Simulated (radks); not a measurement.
Q: Radial electron density D(r) = 4 pi r^2 rho(r) of an atom or ion with 62 electrons. Method: scalar-relativistic Kohn-Sham, PBE, spin-polarised, spherical densities, point nucleus; computed with a radial shooting solver on a logarithmic mesh with Libxc functionals.

```
   r/bohr * D(r) (the largest magnitude, 116, reaches the edge; | marks zero)
 0.001411 |   *
  0.00163 |    *
 0.001898 |     *
 0.002209 |      *
 0.002572 |        *
  0.00297 |          *
 0.003458 |             *
 0.004025 |               *
 0.004649 |                  *
 0.005412 |                      *
   0.0063 |                          *
 0.007276 |                             *
  0.00847 |                                 *
 0.009861 |                                    *
  0.01148 |                                       *
  0.01326 |                                        *
  0.01543 |                                        *
  0.01797 |                                        *
  0.02075 |                                      *
  0.02416 |                                    *
  0.02812 |                                    *
  0.03248 |                                    *
  0.03781 |                                       *
  0.04402 |                                            *
  0.05124 |                                                 *
  0.05918 |                                                     *
  0.06889 |                                                      *
   0.0802 |                                                   *
  0.09262 |                                              *
   0.1078 |                                          *
   0.1255 |                                        *
    0.145 |                                           *
   0.1688 |                                               *
   0.1965 |                                               *
   0.2287 |                                          *
   0.2642 |                                *
   0.3075 |                       *
    0.358 |                    *
   0.4135 |                     *
   0.4813 |                        *
   0.5603 |                       *
   0.6471 |                   *
   0.7534 |             *
    0.877 |         *
    1.021 |      *
    1.179 |     *
    1.373 |    *
    1.598 |  *
    1.846 | *
    2.149 |*
    2.501 *
    2.889 *
    3.363 *
    3.915 *
    4.558 *
    5.263 *
    6.128 *
    7.133 *
```

What is the nuclear charge?

A: Z = 65. The innermost maximum, from 1s, lies near gamma/Z bohr with gamma = sqrt(1 - (Z/c)^2) = 0.880, here 0.0135 bohr (found: 0.0148), and its height grows with Z. The density is that of the terbium ion Tb3+ in [Kr] 4d10 4f8 5s2 5p5.75 6s0.25; the configuration itself is not fixed sharply by these data, and Z only to a few units. D(r) has 4 maxima, at r = 0.0148, 0.0662, 0.184, 0.505 bohr, and minima at 0.0283, 0.122, 0.361 bohr, inside which lie 1.93, 11.16, 29.33 electrons.
